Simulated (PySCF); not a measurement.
C4H4, SMILES C1C(C=1)=C. Heavy atoms are numbered as in [CH2:1]=[C:2]1[CH:3]=[CH:4]1. Hydrogens are named by the atom that carries them.

Geometry optimised at B3LYP-D3(BJ)/def2-SVP.

The numbers are results of PBE/pcSseg-1 (PySCF), not measurements.

GIAO shieldings, no solvent; atoms alike by connectivity are averaged. δ = σ(ref) − σ: ¹³C against TMS (σ = 182.0 ppm); ¹H against TMS (σ = 31.49 ppm), references at their B3LYP-D3(BJ)/def2-TZVP geometries, non-relativistic.

**Question.** Estimate the chemical shifts. (An estimate is asked for; the answer gives what the named calculation found.)

**Answer.** 
```json
[
 {"nucleus": "¹³C", "atoms": "C3 (CH)", "count": "2", "δ (ppm)": "144.3"},
 {"nucleus": "¹³C", "atoms": "C2", "count": "1", "δ (ppm)": "123.9"},
 {"nucleus": "¹³C", "atoms": "C1 (CH2)", "count": "1", "δ (ppm)": "67.2"},
 {"nucleus": "¹H", "atoms": "H on C3", "count": "2", "δ (ppm)": "8.38"},
 {"nucleus": "¹H", "atoms": "H on C1", "count": "2", "δ (ppm)": "4.25"}
]
```
